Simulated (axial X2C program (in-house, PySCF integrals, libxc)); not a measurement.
## Which molecule has these constants?

All values come from calculations with an in-house all-electron X2C program for linear molecules (integrals from PySCF), spin-free (one-electron X2C) or two-component (2c: spin–orbit coupling with atomic mean-field Coulomb and Gaunt terms, which also bring small scalar terms), in Dyall basis sets with cores contracted in-house; open shells are unrestricted.

A two-component PBE0 calculation in a Dyall 3-zeta basis gave Re = 2.983 Å, ωe = 235.6 cm⁻¹, De = 0.71 eV, Ω = 1/2.

Problem. Which molecule is it?
A. LiHg⁺
B. LiOs⁺
C. LiBi⁺
D. LiRe⁺
E. LiBa⁺

Solution. C. The others have LiHg⁺ 2.664 Å and 263.5 cm⁻¹ (Ω = 0); LiBa⁺ 3.538 Å and 234.4 cm⁻¹ (Ω = 0); LiOs⁺ 2.697 Å and 302.3 cm⁻¹ (Ω = 3); LiRe⁺ 2.834 Å and 275.9 cm⁻¹ (Ω = 5/2).

Each entry is the lowest single determinant of a limited PBE0 search at one distance. De goes to single-determinant-based atoms at the same level (for ions the charge split of lowest energy) and is withheld (n/a) where an atom does not fit its ground term or J level. Main or longest-lived isotopes. One determinant is a doubtful description, or other states lie close, for LiBi⁺, LiOs⁺, LiRe⁺; these need not be ground states, and all values refer to the states named. Some open-shell Ω = 0 determinants are out of reach, so the Ω given for LiOs⁺ need not be the lowest component. With several unpaired electrons the Ω given is that of one determinant, not necessarily of the lowest component. The functionals have no current term, which raises determinants with orbital currents.
